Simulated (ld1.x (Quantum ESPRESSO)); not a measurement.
Scattering properties, PAW potential for rhenium

rhenium, PAW, made with ld1.x (Quantum ESPRESSO) 7.5 (PBEsol, scalar-relativistic). Core [Xe], reference 4f14 5d5 6s0 6p0 (charge +2). Waves: 6s (bound, empty): rcut 2.55, rcutus 2.70 bohr; 6s channel at 3.8 Ry: rcut 2.55, rcutus 2.70 bohr; 6p (bound, empty): rcut 2.65, rcutus 3.00 bohr; 6p channel at -0.5 Ry: rcut 2.65, rcutus 3.00 bohr; 5d (bound): rcut 1.85, rcutus 2.30 bohr; 5d channel at -1.1 Ry: rcut 1.85, rcutus 2.30 bohr; 4f (bound): rcut 0.85, rcutus 0.90 bohr; 4f channel at 0.85 Ry: rcut 0.85, rcutus 0.90 bohr. Local part: all-electron potential smoothed inside 2.45 bohr (lloc = -1). Core correction: Bessel-smoothed model core, default radius (core density twice the valence density). Augmentation charge: BESSEL, radius 0.65 bohr.

The phase is arctan(r·u′/u) with u = r·R(r), unwrapped; energies in Ry, scanned from -6 to 5 Ry. A pole is an energy at which the radial function vanishes at the test radius. The pseudo phase is shifted by a multiple of π to meet the all-electron one at the reference energy, and phase errors are pseudo minus all-electron; the curves can meet again beyond the range given. Levels narrower than the energy grid can be missing from the lists of poles.

| channel | radius (bohr) | reference energy (Ry) | poles, all-electron | poles, pseudo | unbroken range about the reference energy with phases within 0.05 rad | phase error 1 Ry above the reference energy (rad) |
| --- | --- | --- | --- | --- | --- | --- |
| s | 3.24 | -1.47 | -0.66, 4.99 | -0.67, 0.81, 4.99 | below 0.5 | -0.003 |
| p | 3.24 | -0.98 | -4.67, 0.48 | 0.47, 2.51 | -4.6 to 1.6 | -0.000 |
| d | 3.24 | -1.58 | -1.42, 2.53 | -1.42, 2.54 | below 4.9 | -0.000 |
| f | 3.24 | -4.33 | 1.35 | 1.35 | below 2.9 | +0.000 |

Phases in the f channel:

| E (Ry) | all-electron | pseudo |
| --- | --- | --- |
| -6.00 | 1.441 | 1.441 |
| -5.74 | 1.438 | 1.438 |
| -5.48 | 1.435 | 1.435 |
| -5.22 | 1.431 | 1.431 |
| -4.96 | 1.427 | 1.427 |
| -4.70 | 1.423 | 1.423 |
| -4.44 | 1.418 | 1.418 |
| -4.18 | 1.414 | 1.414 |
| -3.92 | 1.408 | 1.408 |
| -3.66 | 1.402 | 1.402 |
| -3.40 | 1.395 | 1.395 |
| -3.14 | 1.387 | 1.387 |
| -2.88 | 1.378 | 1.378 |
| -2.62 | 1.367 | 1.367 |
| -2.36 | 1.355 | 1.355 |
| -2.10 | 1.340 | 1.340 |
| -1.84 | 1.322 | 1.322 |
| -1.58 | 1.299 | 1.299 |
| -1.32 | 1.268 | 1.268 |
| -1.06 | 1.226 | 1.226 |
| -0.80 | 1.163 | 1.163 |
| -0.54 | 1.057 | 1.058 |
| -0.28 | 0.848 | 0.849 |
| -0.02 | 0.331 | 0.333 |
| 0.24 | -0.607 | -0.606 |
| 0.50 | -1.144 | -1.144 |
| 0.76 | -1.364 | -1.364 |
| 1.02 | -1.479 | -1.479 |
| 1.28 | -1.554 | -1.553 |
| 1.54 | -1.611 | -1.611 |
| 1.80 | -1.664 | -1.663 |
| 2.06 | -1.720 | -1.718 |
| 2.32 | -1.790 | -1.785 |
| 2.58 | -1.896 | -1.885 |
| 2.84 | -2.101 | -2.068 |
| 3.10 | -2.649 | -2.525 |
| 3.36 | -3.708 | -3.532 |
| 3.62 | -4.227 | -4.152 |
| 3.88 | -4.421 | -4.381 |
| 4.14 | -4.518 | -4.491 |
| 4.40 | -4.577 | -4.556 |
| 4.66 | -4.618 | -4.600 |
| 4.92 | -4.649 | -4.632 |
